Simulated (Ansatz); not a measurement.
```yaml
crystal:
  periodic: [false, false, false]
  atoms:
    - {symbol: Si, position_ang: [-1.773019, 1.604297, -0.497069]}
    - {symbol: Ge, position_ang: [-0.379040, 0.931483, 1.308165]}
    - {symbol: Ge, position_ang: [1.564442, -0.249577, 0.460527]}
    - {symbol: Si, position_ang: [0.877749, -2.119271, -0.838501]}
    - {symbol: Xx, position_ang: [-2.222309, 0.402318, -1.248972]}
    - {symbol: H, position_ang: [-2.968546, 2.343478, -0.011844]}
    - {symbol: H, position_ang: [-1.005093, 2.482468, -1.419277]}
    - {symbol: H, position_ang: [-1.159719, -0.007205, 2.248024]}
    - {symbol: H, position_ang: [0.064592, 2.156452, 2.129819]}
    - {symbol: H, position_ang: [2.391219, 0.715570, -0.410619]}
    - {symbol: H, position_ang: [2.455712, -0.707167, 1.630466]}
    - {symbol: H, position_ang: [0.047928, -3.028773, -0.004457]}
    - {symbol: H, position_ang: [2.047164, -2.876004, -1.359083]}
    - {symbol: H, position_ang: [0.058910, -1.648068, -1.987171]}
basis:
  gaussian: {orbitals: aug-pcseg-2}
hamiltonian: {xc: {name: PBE}}
output: {forces: true}
```

```sh
$ ansatz run in.yaml --threads 4 --pin off --events-out ev --progress --plain --max-ram 11315MiB
```

Output, abridged:

```
Error: YAML parse error: error: line 8 column 16: `Xx` is not an element symbol (H … Og, case-exact)
 6 |     - {symbol: Ge, position_ang: [1.564442, -0.249577, 0.460527]}
 7 |     - {symbol: Si, position_ang: [0.877749, -2.119271, -0.838501]}
 8 |     - {symbol: Xx, position_ang: [-2.222309, 0.402318, -1.248972]}
 9 |     - {symbol: H, position_ang: [-2.968546, 2.343478, -0.011844]}
10 |     - {symbol: H, position_ang: [-1.005093, 2.482468, -1.419277]}
```

Problem. What is wrong with this run?

Solution. An element symbol is wrong. The program refused the input.
